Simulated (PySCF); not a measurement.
SMILES c1(F)ccccc1-c1cccs1 (C10H7FS) (GFN2-xTB optimised geometry):

```
19

F     -2.316    -0.605     0.000
C     -1.629     0.559     0.000
C     -2.372     1.723     0.000
C     -1.729     2.947     0.000
C     -0.344     2.987     0.000
C      0.385     1.816     0.000
C     -0.230     0.559     0.000
C      0.569    -0.650     0.000
C      0.182    -1.964     0.000
C      1.263    -2.867     0.000
C      2.469    -2.243     0.000
S      2.312    -0.536     0.000
H     -3.449     1.651     0.000
H     -2.305     3.859     0.000
H      0.170     3.935     0.000
H      1.464     1.859     0.000
H     -0.841    -2.290     0.000
H      1.145    -3.935     0.000
H      3.449    -2.678     0.000
```

Calculation: PySCF with PBE0/def2-SVP.

**Question.** What are the frontier orbital energies and the dipole moment?

**Answer.** HOMO-2 -7.45 eV, HOMO-1 -7.29 eV, HOMO -6.24 eV, LUMO -1.30 eV, LUMO+1 -0.18 eV; dipole moment 0.72 D.

Meta-Löwdin charges at PBE0/def2-SVP: F1 -0.26, C2 0.28, C3 -0.14, C4 -0.10, C5 -0.11, C6 -0.11, C7 -0.03, C8 -0.11, C9 -0.14, C10 -0.13, C11 -0.23, S12 0.24, H13 0.12, H14 0.11, H15 0.11, H16 0.11, H17 0.13, H18 0.12, H19 0.13.
